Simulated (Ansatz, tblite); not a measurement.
Spin states of GaSi₄ (the lowest doublet isomer of a short search), each relaxed with B3LYP-D4/def2-SVP in Ansatz. Electronic energies in the gas phase.

The xTB rows come from tblite. B3LYP takes the VWN-RPA correlation. Correlated methods freeze 29 core orbitals; core or outer-core shells of Ga are correlated, in sets that lack core-valence functions. In CCSD on the charge 0 quartet the largest single amplitude is 0.42, so its Hartree–Fock determinant may place the open shell otherwise than the density functionals do. The structure comes from a short search, and lower isomers may exist.

Doublet geometry:

```xyz
5

Ga    1.0290    1.7261   -1.6183
Si    0.3502   -0.9909   -0.4852
Si    0.7160   -1.5896    1.7047
Si   -1.2659    0.7344   -0.9004
Si   -0.8294    0.1199    1.2991
```

Quartet geometry (Cs within 0.1 Å):

```xyz
5

Ga   -0.541   -1.540   -1.225
Si    0.405    1.397   -0.635
Si   -1.722    0.435   -0.020
Si    1.883   -0.079    0.309
Si   -0.025   -0.213    1.571
```

⟨S²⟩: doublet 0.78 at PBE0-D4/def2-TZVP (pure 0.75), quartet 3.78 at PBE0-D4/def2-TZVP (pure 3.75).

Run but left out: HF/def2-TZVP (quartet: a determinant that CCSD turns far, T1 0.066); MP2/def2-TZVP (doublet: ⟨S²⟩ 0.94, where a pure state has 0.75).

Only these spin states were relaxed. The quartet has other bonds than the doublet, so the gap mixes isomer and spin.

| level | quartet − doublet (kcal/mol) | lowest of these | remarks |
| --- | --- | --- | --- |
| GFN1-xTB | 26.3 | doublet | – |
| GFN2-xTB | 14.7 | doublet | – |
| r2SCAN-D4/def2-TZVP | 16.6 | doublet | – |
| B3LYP-D4/def2-TZVP | 20.0 | doublet | – |
| PBE0-D4/def2-TZVP | 17.4 | doublet | – |
| BHLYP-D4/def2-TZVP | 20.2 | doublet | – |
| CCSD/def2-TZVP | 20.1 | doublet | large T1 (0.066) (quartet), spin-contaminated (⟨S²⟩ 0.94) (doublet), spin-contaminated (⟨S²⟩ 3.95) (quartet) |
| CCSD(T)/def2-TZVP | 18.8 | doublet | large T1 (0.066) (quartet), spin-contaminated (⟨S²⟩ 0.94) (doublet), spin-contaminated (⟨S²⟩ 3.95) (quartet) |

The xTB methods have no spin-polarisation term.
